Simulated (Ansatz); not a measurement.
`C[O][W](=[O])([F])=[S]`. Total charge 0; spin multiplicity 1. W takes the def2 core potential. The structure was optimised at the PBE0-D4/def2-TZVP level. It is one conformer, not always the lowest.

```xyz
9

C     0.321    0.704    1.397
O    -0.093   -0.335    0.538
W    -0.357   -0.780   -1.225
O    -2.021   -0.980   -1.487
F     0.547   -2.341   -1.664
S     0.326    0.843   -2.426
H     0.865    1.465    0.833
H     0.970    0.277    2.164
H    -0.557    1.147    1.870
```

(1) What is the dipole moment at ωB97M-V/def2-TZVPP? (Estimate.)

(2) And with PBE, r2SCAN, B3LYP? (Best estimate.)

(3) Give the Mulliken charges with ωB97M-V, B3LYP, PBE in def2-TZVPP. (Estimate.)

Answers

(1) Ansatz gave: 3.87 D, with components (1.59, 1.00, 3.38) D in this frame, pointing from negative to positive charge.

(2) The calculation gave: PBE 3.84 D, r2SCAN 3.94 D, B3LYP 3.91 D.

(3) Ansatz gave: 
```csv
atom,ωB97M-V,B3LYP,PBE
C1,-0.15,-0.10,-0.12
O2,-0.38,-0.39,-0.30
W3,1.05,1.10,0.92
O4,-0.38,-0.39,-0.33
F5,-0.31,-0.32,-0.26
S6,-0.23,-0.27,-0.25
H7,0.13,0.12,0.11
H8,0.14,0.12,0.12
H9,0.14,0.12,0.12
```

B3LYP here is the variant with VWN-RPA as its local correlation; programs differ in this.
